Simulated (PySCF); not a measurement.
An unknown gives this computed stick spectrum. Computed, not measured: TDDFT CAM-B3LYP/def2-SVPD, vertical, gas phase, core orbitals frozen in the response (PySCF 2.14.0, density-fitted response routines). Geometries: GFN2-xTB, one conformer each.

| state | E (eV) | f |
| --- | --- | --- |
| S1 | 6.42 | 0.042 |
| S2 | 6.58 | 0.119 |
| S3 | 7.43 | 0.127 |
| S4 | 7.51 | 0.034 |
| S5 | 7.70 | 0.032 |
| S6 | 8.03 | 0.011 |
| S7 | 8.16 | 0.010 |
| S8 | 8.37 | 0.033 |

Triplets computed (Tamm–Dancoff): 5.41, 5.53, 6.93 eV.

Question: Which candidate is it? All have the formula C6H13P.
A. `C=C(C)P(=C)(C)C`
B. `C1CCC(PC)C1`
C. `C=C[PH](C)(C)C=C`
D. `[H]/P=C(\C)C(C)(C)C`

Answer: B. Its S1, at 6.42 eV, is the highest among the candidates; the nearest of the others has S1 at 5.36 eV. S1 is HOMO→LUMO (65%), HOMO→LUMO+1 (24%). Löwdin shares by element: HOMO phosphorus 62%, carbon 23% or more, hydrogen 7% or more; LUMO hydrogen 14% or more, carbon 13% or more, phosphorus 10% (atoms not listed hold the other 62%). At the same level the other candidates give, for their lowest levels:
- `[H]/P=C(\C)C(C)(C)C`: 4.77 eV (f 0.007); 5.26 eV (f 0.262); 6.44 eV (f 0.003); 6.52 eV (f 0.023); 7.02 eV (f 0.010); T1 2.73 eV; HOMO -8.05, LUMO -0.14 eV
- `C=C[PH](C)(C)C=C`: 5.36 eV (f 0.000); 5.39 eV (f 0.012); 6.19 eV (f 0.000); 6.31 eV (f 0.003); 6.49 eV (f 0.000); T1 4.54 eV; HOMO -7.43, LUMO 1.33 eV
- `C=C(C)P(=C)(C)C`: 4.32 eV (f 0.108); 4.95 eV (f 0.033); 5.49 eV (f 0.001); 5.97 eV (f 0.027); 5.98 eV (f 0.067); T1 3.56 eV; HOMO -6.37, LUMO 0.69 eV
